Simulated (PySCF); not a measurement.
**Calculated NMR parameters of C=CN([SiH3])C(C)C**

```
Formula                               : C5H13NSi
SMILES                                : C=CN([SiH3])C(C)C
InChI                                 : InChI=1S/C5H13NSi/c1-4-6(7)5(2)3/h4-5H,1H2,2-3,7H3
Point group of the computed structure : C1
Degrees of unsaturation               : 1
Carbon signals                        : 4
Proton signals                        : 6
```

Structure with atom numbers: `[CH2:1]=[CH:2][N:3]([SiH3:4])[CH:5]([CH3:6])[CH3:7]` (H(Xn): hydrogen on atom n). Ha(C1) is cis to N3; Hb(C1) is trans to N3.

[PySCF: coordinates at the GFN2-xTB level; GIAO PBE0/pcSseg-1 shieldings; one computed conformer; gas phase; averaged over atoms made equivalent by symmetry, fast rotation or ring inversion; no relativistic terms]

References, each an isolated molecule treated in the same way: ¹H (31.72 ppm), ¹³C (186.93 ppm), ²⁹Si (349.16 ppm) against TMS; ¹⁵N (267.73 ppm) vs NH3.

| carbon | δC, type | δH (multiplicity) | HMBC from (2–3 bonds) | span of the C tensor (ppm) |
| --- | --- | --- | --- | --- |
| C1 | 88.9, CH2 | Hb(C1) 4.20 (m); Ha(C1) 3.98 (m) | H(C2) | 153 |
| C2 | 143.6, CH | 6.52 (m) | H(Si4), Hb(C1), Ha(C1), H(C5) | 216 |
| C5 | 55.8, CH | 3.25 (sept) | H(C2), H(Si4), H(C6)/H(C7) | 48 |
| C6/C7 | 25.2, CH3 | 1.18 (d) | H(C5), H(C6)/H(C7) | 44 |

Other nuclei:
| atoms | nucleus | environment | δ (ppm) | σ (ppm) |
| --- | --- | --- | --- | --- |
| H(Si4) | ¹H | hydrogen on a silicon bonded to N | 4.70 | 27.01 |
| Si4 | ²⁹Si | silicon bonded to N, 3 H | -52.6 | 401.7 |
| N3 | ¹⁵N | enamine nitrogen | 86.5 | 181.3 |

- Carbon types of the structure: 2 × CH, 1 × CH2, 2 × CH3, leaving 3 H on heteroatoms.
- δC 143.6: alkene carbon bearing nitrogen; an sp2 carbon further deshielded by the attached heteroatom.
- δC 88.9: β carbon of an enol-ether or enamine type C=C; the O or N lone pair pushes π density onto this β carbon and shields it.
- δC 25.2: methyl carbon; a saturated carbon with 1 carbon neighbour and no heteroatom attached.
- δH 4.20, 3.98: hydrogen on a β carbon of an enol-ether or enamine type C=C; lone-pair donation from O or N shields it, upfield of ordinary alkene protons.
- δH 3.25: hydrogen on an sp3 CH bonded to N; its carbon carries N, hence the downfield position.

Shifts are as computed. Against solution values, carbons near 30 ppm lie about +3 ppm off and those near 130 ppm about +5 ppm. Of 1211 compounds with measured shifts, 218 miss one by over three times the rms of a fit or turn the order of signals round; such compounds aren't used in these exercises. Experimental scales use liquid or dissolved standards, which lie at an offset from isolated NH3 (liquid NH3: subtract about 20 ppm). Multiplicities follow the n + 1 count of equivalent neighbours, as no J values were calculated; m marks all less simple cases, F and P coupling included.
